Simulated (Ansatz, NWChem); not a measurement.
From Ansatz to NWChem

Ansatz 0.2.0 runs this on TiH2S2F2 (SMILES [F][Ti]([F])([SH])[SH]):

in.yaml:
```yaml
basis:
  gaussian: {orbitals: 3-21G-spherical.json}
crystal:
  periodic: [false, false, false]
  atoms:
    - symbol: F
      position_ang: [-0.369600, -2.120800, -0.183800]
    - symbol: Ti
      position_ang: [0.233900, -0.548500, 0.261500]
    - symbol: F
      position_ang: [1.483400, -0.520600, 1.475100]
    - symbol: S
      position_ang: [-1.415500, 0.763400, 1.120700]
    - symbol: S
      position_ang: [0.957300, 0.353400, -1.698900]
    - symbol: H
      position_ang: [-2.195700, 0.534500, 0.045400]
    - symbol: H
      position_ang: [1.367200, 1.470600, -1.065600]
hamiltonian: {xc: hf}
accuracy: high
output: {forces: true, orbitals: {seedname: orbitals}}
```

```bash
$ ansatz run in.yaml --threads 1 --pin off --max-ram 2610MiB --events-out events.jsonl --progress --plain --runs-dir runs
```

(Basis files named in the input come from the Basis Set Exchange and aren't shown.)

Geometry: relaxed at PBE0-D4/def2-TZVP. This is one conformer, not always the lowest.

The shape isn't stationary at this level (largest force 2.2 eV/Å).

It gives a total energy of -1834.545977 Eh.

Q: How is this level of theory, on these atoms, set up in NWChem 7.3.0 as an input file of the program's own?

A: One way, which was run:

f2h2s2ti.nw:
```
start f2h2s2ti
title "F2H2S2Ti hf"
memory 2200 mb
charge 0

geometry units angstrom noautosym nocenter noautoz
 F     -0.369600    -2.120800    -0.183800
 Ti     0.233900    -0.548500     0.261500
 F      1.483400    -0.520600     1.475100
 S     -1.415500     0.763400     1.120700
 S      0.957300     0.353400    -1.698900
 H     -2.195700     0.534500     0.045400
 H      1.367200     1.470600    -1.065600
end

basis spherical bse
 F library 3-21G
 Ti library 3-21G
 S library 3-21G
 H library 3-21G
end

scf
 nopen 0
 rhf
 thresh 1e-08
 maxiter 80
end

task scf gradient
```

```bash
$ nwchem f2h2s2ti.nw > f2h2s2ti.out
```

Its energy is -1834.545977 Eh, the same as the first but for the last digit, at most.
